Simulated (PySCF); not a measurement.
BeGeH4Se, SMILES [Be]([GeH3])[SeH]. Atoms are numbered in the order given.

```xyz
7

Be     0.0297     0.0497    -0.0770
Se     0.7221     1.1738    -1.6335
H      2.1126     0.8532    -1.2424
Ge    -0.7467    -1.1429     1.5919
H     -0.7108    -2.6667     1.3219
H      0.0458    -0.9206     2.9037
H     -2.2207    -0.8010     1.9229
```
Charge 0, spin multiplicity 1.

The structure is a stationary point at B3LYP-D3(BJ)/def2-SVP. The structure was generated by enumeration; whether it is a known compound was not checked. Other conformers were not sampled.

The numbers are results of PySCF 2.14.0 with B3LYP-D3(BJ)/def2-SVP, not measurements.

Frequencies are harmonic and unscaled.

A small imaginary wavenumber (i) marks a very flat motion, where grid noise or a shallow saddle decides the sign.

| mode | ν (cm⁻¹) | IR (km/mol) | Raman (Å⁴/amu) | depolarisation | moving atoms (share of kinetic energy) |
|---|---|---|---|---|---|
| 1 | 20i | 4.4 | 1.4 | 0.75 | H 99 % |
| 2 | 149 | 16.1 | 0.1 | 0.38 | Be 69 %, H 28 % |
| 3 | 157 | 9.5 | 0.5 | 0.75 | Be 75 %, H 22 % |
| 4 | 192 | 1.3 | 8.5 | 0.18 | Ge 50 %, Se 47 % |
| 5 | 413 | 1.1 | 0.3 | 0.75 | H 87 % |
| 6 | 446 | 3.9 | 0.4 | 0.63 | H 75 %, Be 20 % |
| 7 | 566 | 1.8 | 3.0 | 0.74 | H 80 %, Be 18 % |
| 8 | 809 | 140.5 | 22.0 | 0.68 | H 95 % |
| 9 | 854 | 152.3 | 0.2 | 0.71 | Be 93 % |
| 10 | 892 | 28.1 | 30.6 | 0.75 | H 99 % |
| 11 | 895 | 30.6 | 29.9 | 0.75 | H 99 % |
| 12 | 2092 | 104.5 | 237.3 | 0.20 | H 99 % |
| 13 | 2094 | 113.0 | 196.1 | 0.35 | H 99 % |
| 14 | 2097 | 112.4 | 203.2 | 0.30 | H 99 % |
| 15 | 2388 | 6.2 | 135.8 | 0.29 | H 99 % |
